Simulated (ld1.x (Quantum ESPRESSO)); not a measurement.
## What one change does to a pseudopotential (hafnium, ultrasoft)

```
Element                 : hafnium (Hf)
Generator               : ld1.x (Quantum ESPRESSO) 7.5
Type                    : ultrasoft
Functional              : PBE
Relativity              : scalar-relativistic
Frozen core             : [Xe] 4f14
Valence charge          : 4
Reference configuration : 5d2 6s2 6p0
Partial waves           : 6s (bound): rcut 2.20, rcutus 2.85 bohr; 6s channel at 1.85 Ry: rcut 2.20, rcutus 2.85 bohr; 6p (bound, empty): rcut 4.15, rcutus 4.55 bohr; 6p channel at 0.4 Ry: rcut 4.15, rcutus 4.55 bohr; 5d (bound): rcut 1.65, rcutus 2.15 bohr; 5d channel at 1 Ry: rcut 1.65, rcutus 2.15 bohr
Local potential         : all-electron potential smoothed inside 3.45 bohr (lloc = -2)
Core correction         : a·sin(br)/r model core inside 1.40 bohr
Augmentation charge     : built from norm-conserving waves at rcut, not smoothed further
```

Change: reference 5d2 6s1 6p0.

Cutoffs: the cutoffs (Ry, on a coarse ladder) from which the occupation-weighted sum of valence levels, in a spherical-Bessel basis at the reference potential, stays within 10 and 1 mRy of its value at 400 Ry; they do not see the model core or the augmentation charge, which bear on the density cutoff. Errors are all-electron minus pseudo energies relative to the spin-unpolarised reference configuration.

What does the change do?

The potential gets harder (18 Ry and 21 Ry → 18 Ry and 25 Ry); a bound ghost appears in p, which as a rule spoils a file; the range in which the d phases agree widens (upper end 2.3 → 4.5).

```tsv
quantity	base	changed
cutoff, loose	18 Ry	18 Ry
cutoff, tight	21 Ry	25 Ry
bound ghosts	none	p
largest error over its own tests, meV	-275	-258
s: phases at 4.98 bohr within 0.05 rad from the reference energy up to (Ry; the scan ends near 5)	3.1	2.7
p: phases at 4.98 bohr within 0.05 rad from the reference energy up to (Ry; the scan ends near 5)	0.6	-0.0
d: phases at 4.98 bohr within 0.05 rad from the reference energy up to (Ry; the scan ends near 5)	2.3	4.5
lowest overlap eigenvalue by channel	s 0.49, p 0.70, d 0.99	s 0.71, p 0.34, d 0.98
```

 A true bound ghost makes a file unfit for plane-wave use even where its test errors are small: the radial tests pick states by their node count and pass the ghost by.
